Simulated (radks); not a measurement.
All-electron atom: Tb0.8+ in [Xe] 4f9 6s1.2 (fractional occupations, a model configuration).

Method: Dirac Kohn-Sham, PBE, spin-unpolarised, spherical densities, finite nucleus; open shells are shared between the two j in proportion to 2j + 1; Fermi nuclear charge, rms radius 5.06 fm; computed with a radial shooting solver on a logarithmic mesh with Libxc functionals.

Energy parts (eV):
part                      energy
total                 -318856.93
kinetic                348663.93
electron-nucleus      -784582.33
Hartree                124057.73
exchange-correlation    -6996.26

Orbitals (lengths in bohr, moments of r in powers of bohr; <r^-3> diverges for s and p1/2):
| orbital | occ. | eigenvalue (eV) | <r^-3> | <r> |
|---|---|---|---|---|
| 1s1/2 | 2 | -51800.50 | - | 0.02151 |
| 2s1/2 | 2 | -8586.786 | - | 0.09096 |
| 2p1/2 | 2 | -8160.841 | - | 0.07589 |
| 2p3/2 | 4 | -7414.265 | 10440 | 0.08284 |
| 3s1/2 | 2 | -1908.322 | - | 0.2389 |
| 3p1/2 | 2 | -1722.983 | - | 0.2286 |
| 3p3/2 | 4 | -1568.857 | 2230 | 0.2418 |
| 3d3/2 | 4 | -1249.400 | 376.0 | 0.2141 |
| 3d5/2 | 6 | -1215.774 | 332.9 | 0.2182 |
| 4s1/2 | 2 | -381.9171 | - | 0.5414 |
| 4p1/2 | 2 | -309.2798 | - | 0.5527 |
| 4p3/2 | 4 | -274.9766 | 497.1 | 0.5829 |
| 4d3/2 | 4 | -155.3441 | 71.16 | 0.6177 |
| 4d5/2 | 6 | -149.1486 | 62.05 | 0.6284 |
| 4f5/2 | 3.85714 | -8.4492 | 8.437 | 0.8935 |
| 4f7/2 | 5.14286 | -7.6640 | 8.073 | 0.9138 |
| 5s1/2 | 2 | -52.4247 | - | 1.328 |
| 5p1/2 | 2 | -32.9444 | - | 1.500 |
| 5p3/2 | 4 | -28.5695 | 62.15 | 1.604 |
| 6s1/2 | 1.2 | -7.6786 | - | 3.834 |

The highest occupied level is 4f7/2 at -7.664 eV. The density falls to 0.001 e/bohr^3 at r = 4.62 bohr. Summed over all electrons, <r^2> = 59.51 bohr^2, which gives a Langevin (diamagnetic) susceptibility term of -47.1 x 10^-6 cm^3/mol.
